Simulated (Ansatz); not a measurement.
Reactions of C$_{6}$H$_{12}$, SMILES `C/C=C(\C)CC`.

Calculated with Ansatz (gas phase, PBE0-D4/def2-TZVP geometries, no zero-point term in ΔE). CCSD(T)/CBS adds triple-zeta CCSD(T) − MP2 to the extrapolated MP2 energy (def2 sets, frozen cores). This one scheme is used for every species, atoms too. Double bonds are as drawn, so ΔE can hold a change between cis and trans. Functionals use def2-TZVPP. Open shells (•) are unrestricted, without spin–orbit coupling. Spin–orbit coupling would lower the free atoms: a little for C. Bonds to As are less sure, by a few kJ/mol each and by 10 to 20 or more in all where they break to atoms, as the def2 sets lack core-valence functions. Scalar relativity is left out up to krypton. Each species was taken in one conformer, which may not be the lowest.

```json
{"reaction": "`C/C=C(\\C)CC` → `CC=C(C)C` + `[CH2]` (triplet)", "CCSD(T)/CBS(def2) (kcal/mol)": "103.6"}
{"reaction": "`C/C=C(\\C)CC` → `C/C=C(/C)CC`", "CCSD(T)/CBS(def2) (kcal/mol)": "-0.1"}
{"reaction": "`C/C=C(\\C)CC` + H₂ → `C/C=C/CC` + CH₄", "CCSD(T)/CBS(def2) (kcal/mol)": "-14.7"}
{"reaction": "`C/C=C(\\C)CC` + `C1[SiH2][AsH]1` → `C[As]1C[SiH2]1` + `C/C=C/CC`", "CCSD(T)/CBS(def2) (kcal/mol)": "-1.2"}
{"reaction": "`C/C=C(\\C)CC` + H₂ → `C/C=C\\C` + ethane", "CCSD(T)/CBS(def2) (kcal/mol)": "?"}
{"reaction": "`C/C=C(\\C)CC` → 6 C• + 12 H•", "CCSD(T)/CBS(def2) (kcal/mol)": "1746.2"}
{"reaction": "`C/C=C(\\C)CC` → `C=CCCCC`", "CCSD(T)/CBS(def2) (kcal/mol)": "3.7"}
{"reaction": "`C/C=C(\\C)CC` → `C=C(C)CC` + `[CH2]` (triplet)", "CCSD(T)/CBS(def2) (kcal/mol)": "?"}
{"reaction": "`C/C=C(\\C)CC` → `C=C(C)C(C)C`", "CCSD(T)/CBS(def2) (kcal/mol)": "?"}
{"reaction": "`C/C=C(\\C)CC` → `CC/C=C\\CC`", "CCSD(T)/CBS(def2) (kcal/mol)": "2.7"}
```

(1) Fill in the missing values. (Best estimate.)

Largest T1 diagnostic: 0.012, for `C1[SiH2][AsH]1`.

Results:

(1) Computed: `C/C=C(\C)CC` + H₂ → `C/C=C\C` + ethane: -11.6 kcal/mol; `C/C=C(\C)CC` → `C=C(C)CC` + `[CH2]` (triplet): +104.8 kcal/mol; `C/C=C(\C)CC` → `C=C(C)C(C)C`: -0.2 kcal/mol.
